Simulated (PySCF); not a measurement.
PySCF input file for arsenic trifluoride cation (AsF3), SMILES F[As](F)F (connectivity only; charge and spin as stated), charge +1, multiplicity 2, IEF-PCM-ωB97X/def2-SVP. Geometry: PBE0-D3(BJ)/def2-SVP. The multiplicity is an assumed one; other spin states were not compared.

```python
import numpy as np
from pyscf import gto, scf, dft
from pyscf.solvent import pcm

mol = gto.M(
    atom='''
    F     1.34352994   -0.77568737   -0.34546344
    As    0.00000000   -0.00000000    0.28265190
    F    -0.00000000    1.55137475   -0.34546343
    F    -1.34352995   -0.77568737   -0.34546343
    ''',
    basis='def2-SVP',
    charge=1,
    spin=1,
    max_memory=1600,
    verbose=3,
)
mf = dft.UKS(mol, xc='wb97x').density_fit(auxbasis='def2-universal-jkfit')
mf.grids.level = 3
mf.conv_tol = 1e-9
mf.max_cycle = 100
mf.kernel()
fine, coarse = mf.grids, dft.Grids(mol).set(level=1).build(with_non0tab=True)
for _ in range(3):  # follow internal instabilities
    mf.grids = coarse
    mo, _, stable, _ = mf.stability(return_status=True, nroots=4)
    mf.grids = fine
    if stable:
        break
    mf.kernel(mf.make_rdm1(mo, mf.mo_occ))
res = {}
for name, eps in {'water': 78.355, 'cyclohexanone': 15.619, 'chloroform': 4.7113}.items():
    s = mf.PCM()
    s.with_solvent.method, s.with_solvent.eps, s.with_solvent.lebedev_order = 'IEF-PCM', eps, 29
    s.kernel(mf.make_rdm1())
    res[name] = (s.e_tot, eps, s.dip_moment(), s.mo_energy, s.converged)
    print(f'{name}: electrostatic solvation free energy {(s.e_tot - mf.e_tot) * 627.509474:.3f} kcal/mol')
```

Log of the run:

```

WARN: HOMO -0.328115479965532 >= LUMO -0.328115479965565

converged SCF energy = -2534.48335967589  <S^2> = 0.75585082  2S+1 = 2.0058423
<class 'pyscf.df.df_jk.DFUKS'> wavefunction is stable in the internal stability analysis

WARN: PCM is an experimental feature. It is still in testing.
Features and APIs may be changed in the future.

converged SCF energy = -2534.60242439613  <S^2> = 0.75513675  2S+1 = 2.0051302

WARN: System has nonzero charge 1; the dipole moment is origin-dependent.
Location of origin: [0. 0. 0.]

Dipole moment(X, Y, Z, Debye):  0.00000, -0.00067,  2.74215
water: electrostatic solvation free energy -74.714 kcal/mol

WARN: PCM is an experimental feature. It is still in testing.
Features and APIs may be changed in the future.

converged SCF energy = -2534.59572353571  <S^2> = 0.75519044  2S+1 = 2.0051837

WARN: System has nonzero charge 1; the dipole moment is origin-dependent.
Location of origin: [0. 0. 0.]

Dipole moment(X, Y, Z, Debye):  0.00000, -0.00056,  2.70175
cyclohexanone: electrostatic solvation free energy -70.509 kcal/mol

WARN: PCM is an experimental feature. It is still in testing.
Features and APIs may be changed in the future.

converged SCF energy = -2534.57677902161  <S^2> = 0.75533213  2S+1 = 2.005325

WARN: System has nonzero charge 1; the dipole moment is origin-dependent.
Location of origin: [0. 0. 0.]

Dipole moment(X, Y, Z, Debye):  0.00000, -0.00031,  2.59738
chloroform: electrostatic solvation free energy -58.622 kcal/mol
```

The run converged.
